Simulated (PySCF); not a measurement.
# Heteronuclear NMR

Geometry (Å), atoms numbered from 1 in this order:
```xyz
23

C     1.9128    0.9893    1.5477
Si    2.4087   -0.0041    0.0040
C     1.5630   -1.6886    0.0318
C     0.3904   -2.0165   -0.5067
Si   -0.7737   -0.8947   -1.4720
N    -1.3392    0.3124   -0.3788
C    -1.9334    1.5352   -0.8526
C    -1.8037   -0.0436    0.9384
H     2.1275    0.4422    2.4620
H     2.4487    1.9330    1.5952
H     0.8502    1.2101    1.5369
H     2.0887    0.7541   -1.2097
H     3.8615   -0.2542    0.0496
H     2.1140   -2.4672    0.5563
H     0.0555   -3.0462   -0.4045
H    -1.8237   -1.7643   -2.0489
H    -0.1232   -0.1595   -2.5593
H    -1.7195    2.3473   -0.1509
H    -1.5165    1.7929   -1.8221
H    -3.0233    1.4525   -0.9528
H    -2.8796   -0.2621    0.9498
H    -1.2668   -0.9218    1.2890
H    -1.6231    0.7809    1.6353
```

Averaged over atoms made equivalent by symmetry, fast rotation or ring inversion, no solvent, relativity neglected, a single conformation. GFN2-xTB structure; NMR shieldings at PBE0/pcSseg-1/GIAO; PySCF 2.14.0 with density-fitted response routines.

(1) What are the ²⁹Si shifts?

(2) Where does ¹⁵N resonate?

## Answers

(1) 
```tsv
atoms	environment	σ (ppm)	δ (ppm)
Si5	silicon bonded to C, N, 2 H	391.0	-41.4
Si2	silicon bonded to 2 C, 2 H	404.6	-52.6
```

Shieldings were converted by a linear fit to measured shifts: ²⁹Si (scatter 8.9 ppm rms, 25.8 ppm with the 6 outliers that the fit left out vs TMS, solution or neat liquid). Occasional misses reach two or three times the rms, and more in compound classes unlike the fitted ones.

On a 600 MHz spectrometer ²⁹Si resonates near 119.2 MHz, so 1 ppm is 119.2 Hz.

(2) 
```json
{"atoms": "N6", "environment": "nitrogen bonded to 2 C, Si", "σ (ppm)": "248.7", "δ (ppm)": "-377.2"}
```

Shieldings were converted by a linear fit to measured shifts: ¹⁵N: δ = -148.07 − 0.921σ (rms 6.3 ppm, 71 shifts vs CH3NO2, solution or neat liquid). A few per cent of atoms miss by over 2 rms, more outside the fitted compound classes.

On a 300 MHz spectrometer ¹⁵N resonates near 30.4 MHz, so 1 ppm is 30.4 Hz.
